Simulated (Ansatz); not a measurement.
Two isomers of CH7BFNSi: A = `CNB(F)[SiH3]`, B = `NB([SiH3])CF`.

Gas-phase electronic energies from Ansatz, PBE0-D4/def2-TZVP geometries. CCSD(T)/CBS adds triple-zeta CCSD(T) − MP2 to the extrapolated MP2 energy (def2 sets, frozen cores). Functionals use def2-TZVPP. B3LYP here is the variant with VWN-RPA as its local correlation; programs differ in this. Each species was taken in one conformer, which may not be the lowest.

Which is lower in electronic energy at CCSD(T)/CBS, and by how much? (Best estimate.)

Ansatz gave: A, by 33.7 kcal/mol.

Give E(B) − E(A) in kcal/mol with MP2/def2-TZVPP, CCSD/def2-TZVPP, HF/def2-TZVPP, PBE-D4, ωB97M-V, B3LYP-D4, CCSD(T)/def2-TZVPP. (An estimate is asked.)

Ansatz gave: MP2/def2-TZVPP 35.1, CCSD/def2-TZVPP 34.2, HF/def2-TZVPP 35.4, PBE-D4 32.0, ωB97M-V 33.0, B3LYP-D4 33.3, CCSD(T)/def2-TZVPP 34.0. None reverses the order clearly.

Largest T1 diagnostic: 0.013.

From PBE to PBE0 (25 % exact exchange), in def2-TZVPP and without D4, E(B) − E(A) moves by +0.9 kcal/mol.
